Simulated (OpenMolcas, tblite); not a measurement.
**CH6GeSi (SMILES [CH2]1[SiH2][GeH2]1): methods side by side**

CH6GeSi has 9 atoms, charge 0, and is taken as a singlet. SMILES: `[CH2]1[SiH2][GeH2]1`. The shape is that of a PBE0-D4/def2-TZVP optimisation.

Each level gives the HOMO–LUMO gap (eV). The values are calculated.

| level | kind | program | value (eV) | CPU time |
| --- | --- | --- | --- | --- |
| GFN1-xTB | semi-empirical | tblite | 3.52 | under 2 s |
| HF/cc-pVDZ | Hartree–Fock | OpenMolcas | 11.84 | 16 s |
| SVWN5/cc-pVDZ | LDA | OpenMolcas | 4.54 | 42 s |
| BLYP/cc-pVDZ | GGA | OpenMolcas | 4.55 | 53 s |
| TPSS/cc-pVDZ | meta-GGA | OpenMolcas | 4.88 | 73 s |
| BHLYP/cc-pVDZ | global hybrid | OpenMolcas | 8.20 | 51 s |
| M06-2X/cc-pVDZ | hybrid meta-GGA | OpenMolcas | 8.16 | 63 s |
| B2PLYP/cc-pVDZ | double hybrid | OpenMolcas | 8.41 | 38 s |

All-electron rows without a relativistic Hamiltonian named are non-relativistic. The values span 3.52 to 11.84 eV. Orbital gaps aren't excitation energies, and those of double hybrids come from the SCF part alone; they tend to grow with the share of exact exchange. Times are those of the runs behind each value, whatever else they computed, on shared processors of several kinds: orders of magnitude only.
